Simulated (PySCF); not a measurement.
Excitation energy of Sn by level of theory

Sn [Kr] 4d10 5s2 5p2 (3P) → Sn [Kr] 4d10 5s2 5p1 5d1 (high-spin determinant), as a difference of total energies. All numbers are calculated (PySCF 2.14, a scalar-relativistic core potential, in aug-cc-pVQZ-PP with ECP28MDF). Correlated levels: valence: 4s2 4p6 4d10 frozen. The calculations carry no spin-orbit coupling.

```tsv
method	excitation energy (eV)
UHF	5.485
MP2 (valence)	5.586
SCS-MP2 (valence)	5.569
CCSD (valence)	5.413
CCSD(T) (valence)	5.321
```

How much does correlation contribute at CCSD(T) (valence)?

5.321 − (5.485) = -0.164 eV, measured against UHF.

The promoted electron is Rydberg-like, and one or two diffuse shells describe it only roughly, which tends to raise the upper state.

The coupled-cluster amplitudes are large for the upper state (T1 above 0.03 or a double amplitude above 0.15), so a single reference is strained.

The determinant of the upper state mixes LS terms, which raises its energy above the lowest term, most at the Hartree-Fock and MP2 levels.
